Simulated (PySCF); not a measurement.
# Electron affinity of Co by level of theory

Co⁻ [Ar] 3d8 4s2 (3F) → Co [Ar] 3d7 4s2 (4F), as a difference of total energies. All numbers are calculated (PySCF 2.14, the spin-free X2C one-electron Hamiltonian (Gaussian nucleus), in x2c-QZVPPall with one added diffuse shell each of s, p, d, f, g type (12s8p6d5f3g, 128 functions)). Correlated levels: valence: [Ar] frozen; valence and next inner shell: [Ne] frozen. The calculations carry no spin-orbit coupling.

Problem. Order these methods by the electron affinity they give, lowest first.
A. PBE0
B. SCS-MP2 (valence and next inner shell)
C. r2SCAN
D. MP2 (valence)

Solution. D (0.497 eV), A (0.663 eV), B (0.701 eV), C (1.046 eV).

A first-order spin-orbit estimate (lowest level to lowest level, LS coupling) adds -0.010 eV.

Errors of the correlated levels include the incompleteness of this basis and the frozen core.

A negative affinity means that the anion lies above the atom at that level of theory.

In the anion the highest occupied orbital energy is positive at LDA, PBE, PBE0, r2SCAN, B2PLYP, PBEsol, a self-interaction effect; the basis confines that electron, and the energy difference can still be sensible.

For comparison: 0.662 eV (measured; photodetachment measurements, as compiled on the Wikipedia data page of electron affinities).
